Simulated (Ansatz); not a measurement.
Relaxation of Cl₅FH₂Mo (9 atoms, charge 0, multiplicity 1), to a largest force component of 0.03 eV/Å in at most 50 steps.

Computed with RKS PBE/def2-SVP (Ansatz 0.2.0).

```xyz
9
Properties=species:S:1:pos:R:3:forces:R:3
Mo 0.121 0.113 -0.390 -0.07 -0.17 -0.41
Cl 0.659 -0.258 3.061 0.00 0.89 -0.25
Cl 2.366 -0.096 -0.040 -0.02 0.03 -0.01
Cl -0.181 2.343 -1.146 0.01 0.02 0.02
Cl -1.883 0.347 0.693 -0.03 0.03 0.03
Cl -0.166 -2.167 -0.168 0.01 -0.04 0.00
F 0.288 -0.066 -2.236 0.02 -0.04 0.03
H 0.515 1.244 0.744 0.06 0.19 0.13
H 0.634 0.992 2.585 0.02 -0.91 0.44
```

**Question.** Where does it end, and by what steps?

**Answer.** The run converged. After 30 steps the energy has fallen by 0.311 eV; Cl2 moved furthest, 1.97 Å.

```tsv
step	energy less start (eV)	largest force component (eV/Å)	accepted
0	0.0000	0.910	yes
2	-0.0715	0.401	yes
4	-0.1089	0.194	yes
6	-0.1377	0.328	yes
8	-0.1794	0.151	yes
10	-0.1367	1.627	no
12	-0.2110	0.294	yes
14	-0.2179	0.081	yes
16	-0.2298	0.078	yes
18	-0.2415	0.568	yes
20	-0.2604	0.238	yes
22	-0.2831	0.194	yes
24	-0.2933	0.181	yes
26	-0.3010	0.125	yes
28	-0.3063	0.089	yes
30	-0.3113	0.023	yes
```

```xyz
9
Properties=species:S:1:pos:R:3
Mo 0.244 0.007 -0.606
Cl 1.008 1.680 3.091
Cl 2.137 -1.081 0.000
Cl -0.645 2.087 -0.741
Cl -0.999 -0.572 1.415
Cl -1.228 -1.531 -1.425
F 1.053 0.339 -2.256
H 0.700 0.734 0.823
H 0.081 0.788 2.801
```

Whether the end is a true minimum wasn't checked by a vibrational analysis.

The run took 90 s on 4 threads of Arm Neoverse V2, with other jobs on the host, peak memory 0.24 GiB.
